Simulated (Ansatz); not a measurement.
Ansatz (a first-principles code) input:

Ansatz 0.2 input:
```yaml
crystal:
  periodic: [false, false, false]
  atoms:
    - {symbol: Be, position_ang: [-0.16099011, -0.75330412, -0.36115324]}
    - {symbol: Cl, position_ang: [1.23338061, 0.37934056, -1.10525381]}
    - {symbol: Cl, position_ang: [-1.19550058, -0.20209253, 1.19023104]}
basis:
  gaussian:
    orbitals: def2-SVP
hamiltonian:
  xc: {name: PBE0}
total_charge: -1
magnetization: {spin_polarized: true, initial_magnetization: 1}
```

Problem. Predict the final energy.

Solution. -934.65621 Eh (PBE0/def2-SVP). The basis has 45 functions.
